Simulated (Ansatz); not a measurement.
A nudged elastic band was laid between two geometries of CH$_{5}$Ga (7 atoms, charge 0, multiplicity 1).

Method: RKS PBE0/def2-SVP in Ansatz.

| Property | Result |
| --- | --- |
| movable images | 7 |
| climbing image | yes |
| spring | 5.0 eV/Å² |
| optimiser | quadratic models (default) |
| start path | through a guess of the saddle point |
| force threshold | 0.03 eV/Å |
| iteration limit | 60 |
| end points | relaxed |

Image 0:

```xyz
7
Properties=species:S:1:pos:R:3
Ga 0.230 0.001 0.119
H 0.214 -0.001 1.695
H 1.618 -0.002 -0.628
C -1.472 0.003 -0.869
H -2.043 -0.908 -0.625
H -2.093 0.857 -0.552
H -1.336 0.049 -1.959
```

Image 8:

```xyz
7
Properties=species:S:1:pos:R:3
Ga 0.408 0.070 -1.736
H 0.591 -0.046 1.480
H 1.328 -0.026 1.286
C -1.515 0.009 -1.058
H -1.718 -0.907 -0.474
H -1.753 0.874 -0.412
H -2.224 0.025 -1.906
```

Q: Which bonds break or form, and what moves?

A: Bonds broken: Ga1–H2, Ga1–H3. Bonds formed: H2–H3. CH5Ga becomes CH3Ga + H2.

Q: Give the energies along the band, and the barrier.

A: The forces met the threshold. The highest image is number 3 of 0 to 8, 249.1 kJ/mol above the first end and 159.8 kJ/mol above the last; the last end lies 89.2 kJ/mol above the first. Neighbouring images differ by up to 1.3 eV, so the band resolves the path poorly. A vibrational analysis at the climbing image gives one clearly imaginary mode, 1279i cm⁻¹: a first-order saddle point. The orbitals stay closed-shell, which can raise the energy where a bond breaks towards radicals; this wasn't checked here.

```json
{"image": "0", "path coordinate (Å)": "0.00", "energy (kJ/mol)": "0.0", "Ga1–H2 (Å)": "1.58", "Ga1–H3 (Å)": "1.58", "H2–H3 (Å)": "2.71"}
{"image": "1", "path coordinate (Å)": "0.60", "energy (kJ/mol)": "19.6", "Ga1–H2 (Å)": "1.57", "Ga1–H3 (Å)": "1.56", "H2–H3 (Å)": "2.52"}
{"image": "2", "path coordinate (Å)": "1.21", "energy (kJ/mol)": "120.3", "Ga1–H2 (Å)": "1.60", "Ga1–H3 (Å)": "1.52", "H2–H3 (Å)": "1.99"}
{"image": "3", "path coordinate (Å)": "1.81", "energy (kJ/mol)": "249.1", "Ga1–H2 (Å)": "1.85", "Ga1–H3 (Å)": "1.56", "H2–H3 (Å)": "1.37"}
{"image": "4", "path coordinate (Å)": "2.34", "energy (kJ/mol)": "129.3", "Ga1–H2 (Å)": "2.15", "Ga1–H3 (Å)": "1.89", "H2–H3 (Å)": "0.84"}
{"image": "5", "path coordinate (Å)": "2.88", "energy (kJ/mol)": "93.0", "Ga1–H2 (Å)": "2.67", "Ga1–H3 (Å)": "2.45", "H2–H3 (Å)": "0.77"}
{"image": "6", "path coordinate (Å)": "3.41", "energy (kJ/mol)": "89.3", "Ga1–H2 (Å)": "3.19", "Ga1–H3 (Å)": "3.03", "H2–H3 (Å)": "0.76"}
{"image": "7", "path coordinate (Å)": "3.94", "energy (kJ/mol)": "89.4", "Ga1–H2 (Å)": "3.54", "Ga1–H3 (Å)": "3.24", "H2–H3 (Å)": "0.76"}
{"image": "8", "path coordinate (Å)": "4.47", "energy (kJ/mol)": "89.2", "Ga1–H2 (Å)": "3.22", "Ga1–H3 (Å)": "3.16", "H2–H3 (Å)": "0.76"}
```

Q: What is the geometry of the highest image?

A: 
```xyz
7
Properties=species:S:1:pos:R:3
Ga 0.442 0.023 -0.671
H 0.323 -0.034 1.170
H 1.507 0.008 0.474
C -1.512 0.004 -0.922
H -1.930 -0.905 -0.465
H -1.956 0.873 -0.415
H -1.756 0.031 -1.991
```

The band took 13 iterations and of the order of 110 core-seconds.

Time of the run: 110 s on 1 thread of Intel(R) Xeon(R) 6975P-C (Granite Rapids) (shared host), peak memory 0.15 GiB.
